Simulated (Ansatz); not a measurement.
Reaction (ligand exchange at a Cd–Br bond): `[CH3][Cd][Br]` + H–F → `[CH3][Cd][F]` + HBr

Calculated with Ansatz (gas phase, PBE0-D4/def2-TZVP geometries, no zero-point term in ΔE). CBS: MP2 limit from def2 TZ/QZ plus the TZ coupled-cluster correction, frozen cores. This one scheme is used for every species. Functionals use def2-TZVPP. HSE06 is defined as in plane-wave codes. def2 core potentials past Kr. For Br, Cd outer-core shells are correlated without core-valence functions, which leaves a few kJ/mol of doubt a bond. Scalar relativity is left out up to krypton.

```json
{"level": "B97M-V", "ΔE (kJ/mol)": "87.7"}
{"level": "r2SCANh-D4", "ΔE (kJ/mol)": "99.5"}
{"level": "HSE06-D4", "ΔE (kJ/mol)": "106.0"}
{"level": "MP2/def2-QZVPP", "ΔE (kJ/mol)": "109.5"}
```

Task: What does CCSD(T)/CBS give? (An estimate is asked.)

Result: The calculation gave: +105.7 kJ/mol. The listed levels differ from it by -18.0, -6.2, 0.3, 3.8 kJ/mol.

Largest T1 diagnostic among the species: 0.014.

In def2-TZVPP, CCSD(T) changes the Hartree–Fock value by −16.2 kJ/mol (the triples alone add −1.5 kJ/mol) and MP2 by −9.6 kJ/mol. At CCSD(T), def2-SVP lies −8.0 kJ/mol from the extrapolated value and def2-TZVPP −3.0 kJ/mol. From PBE to PBE0 (25 % exact exchange), in def2-TZVPP and without D4, ΔE moves by +15.3 kJ/mol.
